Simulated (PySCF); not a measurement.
A PySCF script (with the pyscf-properties extension) for the NMR shieldings of SMILES CB(C)C[C@@H]1OCC(=O)[SiH2]1, C6H13BO2Si, on a GFN2-xTB geometry:

```python
import basis_set_exchange as bse
import numpy as np
from pyscf import gto, dft
from pyscf.prop import nmr

atoms = """
C    -2.236228   -1.558661   -0.682556
B    -1.805075   -0.247181    0.067712
C    -2.580469    1.105286   -0.161327
C    -0.531775   -0.280178    1.023671
C     0.660008    0.371926    0.311801
O     0.901526   -0.342731   -0.911510
C     2.061578    0.107823   -1.548329
C     3.197425    0.253548   -0.546658
O     4.355128    0.377142   -0.855029
Si    2.363352    0.277386    1.190157
H    -3.160738   -1.479027   -1.248973
H    -1.440458   -1.815470   -1.382072
H    -2.323045   -2.410970   -0.010875
H    -3.591035    1.022027    0.238686
H    -2.120000    1.973330    0.304694
H    -2.702537    1.317398   -1.222289
H    -0.694607    0.283852    1.944238
H    -0.242803   -1.292882    1.305169
H     0.393906    1.410426    0.051178
H     1.905592    1.100937   -2.006244
H     2.308788   -0.604218   -2.338389
H     2.723526    1.454788    1.972402
H     2.553189   -0.997569    1.873741
"""
names = dict.fromkeys(["C", "B", "O", "Si", "H"], "pcSseg-1")
basis = {el: gto.basis.parse(bse.get_basis(n, elements=[el], fmt="nwchem")) for el, n in names.items()}
mol = gto.M(atom=atoms, basis=basis, charge=0, verbose=0)
mf = dft.RKS(mol, xc="PBE0")
mf.grids.level = 2
mf.grids.alignment = dft.numint.BLKSIZE   # the property module wants whole blocks of grid points
mf.conv_tol = 1e-9
mf.kernel()

calc = nmr.RKS(mf)   # GIAO
C = mf.mo_coeff
Co = C[:, mf.mo_occ > 0]
resp = mf.gen_response(singlet=True, hermi=2)
def vind(x):   # induced exchange potential for any number of trial vectors
    d = np.einsum("pi,xij,qj->xpq", C, 2 * x.reshape(-1, C.shape[1], Co.shape[1]), Co, optimize=True)
    return np.einsum("xpq,pi,qj->xij", resp(d - d.transpose(0, 2, 1)), C, Co, optimize=True).ravel()
mo1, _ = nmr.rhf.solve_mo1(calc, with_cphf=vind)
sigma = calc.kernel(mo1)
for i, s in enumerate(sigma):   # ppm
    print("%2d %-2s %9.2f" % (i, mol.atom_pure_symbol(i), np.trace(s) / 3))
```

Problem. Give the expected output.

Solution. 
```
 0 C     168.36
 1 B      10.11
 2 C     173.08
 3 C     149.48
 4 C     110.94
 5 O     278.87
 6 C     101.73
 7 C     -70.11
 8 O    -521.36
 9 Si    421.33
10 H      30.61
11 H      30.61
12 H      30.68
13 H      30.81
14 H      30.62
15 H      30.63
16 H      30.14
17 H      29.54
18 H      27.48
19 H      28.16
20 H      27.65
21 H      27.82
22 H      27.85
```

These numbers come from an equivalent density-fitted implementation of the same equations, which agrees with the script to about 0.01 ppm for H and up to a few tenths of a ppm for heavy atoms, so last digits may differ.

Size and cost of the density-fitted run: 242 basis functions, 2.2 min wall time on 1 thread of an Arm Neoverse N1, shared host; peak memory 1.2 GiB.
